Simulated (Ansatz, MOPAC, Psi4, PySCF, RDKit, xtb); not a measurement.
Dimer: CH3Cl (SMILES CCl) (first 5 atoms) with C2H6 (SMILES CC); geometry from B3LYP-D3(BJ)/def2-TZVP, rigid monomers moved along the line of their centres of mass till H4···H8 is 4.28 Å.
(charge 0, multiplicity 1):
```csv
atom,x (Å),y (Å),z (Å)
C,-0.6717,-0.9111,0.8401
Cl,-0.8430,0.8742,0.7990
H,-0.5880,-1.2688,-0.1815
H,0.2218,-1.1551,1.4063
H,-1.5509,-1.3272,1.3220
C,1.2173,0.1577,6.2921
C,-0.1328,-0.5401,6.4272
H,1.5396,0.2024,5.2503
H,1.9921,-0.3592,6.8619
H,1.1676,1.1852,6.6572
H,-0.8978,-0.0301,5.8393
H,-0.4681,-0.5588,7.4660
H,-0.0828,-1.5754,6.0824
```

| level | interaction energy (kcal/mol) | cost |
|---|---|---|
| MMFF94 | -0.15 | - |
| UFF | -0.25 | - |
| GFN-FF | -0.21 | - |
| AM1 | -0.01 | - |
| PM7 | -0.34 | - |
| HF/STO-3G (no counterpoise) | -0.01 | - |
| HF/3-21G (no counterpoise) | -0.02 | - |
| HF/6-31G* | -0.01 | - |
| r2SCAN-D4/def2-TZVPPD | -0.17 | ×2 |
| B3LYP/6-31G* (no counterpoise) | 0.00 | - |
| B3LYP/6-311+G** (no counterpoise) | -0.02 | - |
| B3LYP-D3(BJ)/def2-TZVPPD | -0.17 | ×1 |
| PBE0-D3(BJ)/def2-TZVPPD | -0.22 | ×1 |
| PBE0-D4/def2-TZVPPD | -0.20 | ×1 |
| MP2/6-31G* | -0.10 | - |
| MP2/6-31G* (no counterpoise) | -0.11 | - |
| MP2/aug-cc-pV(D+d)Z | -0.18 | - |
| CCSD/aug-cc-pV(D+d)Z | -0.15 | - |
| CCSD(T)/aug-cc-pV(D+d)Z | -0.17 | ×10 |
| SAPT0/jun-cc-pV(D+d)Z | -0.13 | - |

The rows run from -0.34 (PM7) to 0.00 kcal/mol (B3LYP/6-31G* (no counterpoise)). In aug-cc-pV(D+d)Z the value moves MP2 -0.18, CCSD -0.15, CCSD(T) -0.17, a shift of 0.01 from MP2 to CCSD(T).

Monomers are frozen at their geometry in the pair; levels with a basis set take the counterpoise correction. Rows marked so take none. RDKit's UFF carries no charges.

Correlated levels freeze the cores. Rows in 3-21G, 6-311+G**, 6-31G*, STO-3G carry no dispersion term and start afresh at each structure (6-31G* with six Cartesian d functions). MP2/6-31G* freezes PySCF's default core. The state reached by AM1, PM7 isn't checked; PM7 holds dispersion and hydrogen-bond terms.

Run with Ansatz (Gaussian basis) for Hartree–Fock, density functionals and correlated methods; MOPAC for AM1, PM7 (differences of heats of formation); Psi4 for SAPT; PySCF for 3-21G rows, 6-311+G** rows, 6-31G* rows, STO-3G rows, the dispersion terms; RDKit for the force fields; xtb for the GFN methods. 

Costs are rough ratios of core time to PBE/def2-TZVPPD (about 8 s over the structures, on one shared machine); a dash marks a level with no comparable run of its own.

Ansatz is a program for electronic structure.
